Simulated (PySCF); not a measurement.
An unknown is described by computed data only.

Elements present: C, H and O. Monoisotopic mass: 116.0837 u.

| Item | Value |
| --- | --- |
| 13C NMR | chemical shifts (computed TMS as zero) by class: 180.8 (1 C), 68.8 (1 C), 32.6 (1 C), 26.0 (1 C), 13.2 (1 C), 11.3 (1 C) ppm [GIAO PBE0/pcSseg-1] |
| Rotational structure | rotational constants A, B, C: 6.433, 0.865, 0.826 GHz [GFN2-xTB] |
| Triplet | lowest triplet excitation (Tamm–Dancoff): 5.43 eV [TDA PBE0/def2-SVPD] |
| Polarisability | 80.8 au [PBE0/def2-SVPD] |
| Dipole | 1.77 D [PBE0/def2-SVPD] |
| UV, first state | lowest singlet excitation: 5.95 eV (208 nm, f = 0.001) [TDDFT PBE0/def2-SVPD] |
| UV, strongest line | among the 6 lowest singlet transitions: S3 at 7.83 eV (158 nm, f = 0.125) [TDDFT PBE0/def2-SVPD] |
| 1H NMR | chemical shifts (computed TMS as zero) by class: 4.18 (2 H), 2.30 (2 H), 1.68 (2 H), 1.26 (3 H), 0.92 (3 H) ppm [GIAO PBE0/pcSseg-1] |

The electronic properties come from PySCF, for the isolated species, density fitting. Levels stand in brackets. NMR shifts are as computed; neighbouring signals can stand in another order in a measured spectrum. The structure is a single GFN2-xTB conformer in the gas phase; no vibrational or solvent corrections. Each NMR value is the plain mean over a class of atoms that symmetry, rotation or inversion makes alike.

Question: Which formula fits the mass and the elements?

Answer: C6H12O2 (calculated 116.0837). No other formula that holds each of these elements comes within 0.0003 u with a fitting electron parity and a possible valence count.

Question: Propose a structure and show how it fits.

Answer: Numbering: `[CH3:1][CH2:2][CH2:3][O:4][C:5](=[O:6])[CH2:7][CH3:8]`. Its formula, C6H12O2, gives 1 degree of unsaturation: 0 rings and 1 π bond in the structure found. 6 carbons fall into 6 classes; from least to most shielded: ester carbonyl carbon [C5] (180.8 ppm), sp3 carbon bound to oxygen [C3] (68.8 ppm), sp3 carbon next to a carbonyl [C7] (32.6 ppm), chain CH2 carbon [C2] (26.0 ppm), methyl carbon [C8] (13.2 ppm), methyl carbon [C1] (11.3 ppm). Hydrogen classes from least to most shielded: 2 H on an sp3 carbon bound to oxygen, C3 (4.18 ppm, a mean of values up to 1.2 ppm apart in this geometry), 2 H on an sp3 carbon next to a carbonyl, C7 (2.30 ppm), 2 H on a chain CH2 carbon, C2 (1.68 ppm), 3 H on a methyl carbon, C8 (1.26 ppm, a mean of values up to 0.6 ppm apart in this geometry), 3 H on a methyl carbon, C1 (0.92 ppm). The optimised geometry has point group C1 and is an asymmetric top. Structure: `C(OC(=O)CC)CC` (propyl propionate). Computed isomers that give other values at the same levels: `CC(=O)OC(C)(C)C` (13C chemical shifts (computed TMS as zero) by class: 176.1 (1 C), 80.6 (1 C), 28.8 (3 C), 25.0 (1 C) ppm); `CCCCOC(C)=O` (13C chemical shifts (computed TMS as zero) by class: 176.1 (1 C), 66.9 (1 C), 33.3 (1 C), 23.3 (1 C), 23.1 (1 C), 15.3 (1 C) ppm); `CC(C)[C@H](C)C(=O)O` (13C chemical shifts (computed TMS as zero) by class: 181.0 (1 C), 46.2 (1 C), 36.4 (1 C), 24.9 (1 C), 19.0 (1 C), 16.2 (1 C) ppm). The assignments are read from this structure; whether some other isomer fits the data as well wasn't checked.

The values belong to the conformer `[CH3:1][CH2:2][CH2:3][O:4][C:5](=[O:6])[CH2:7][CH3:8]`: C1–C2–C3–O4 176°, C2–C3–O4–C5 85°, C3–O4–C5–O6 2°, O4–C5–C7–C8 -127°.
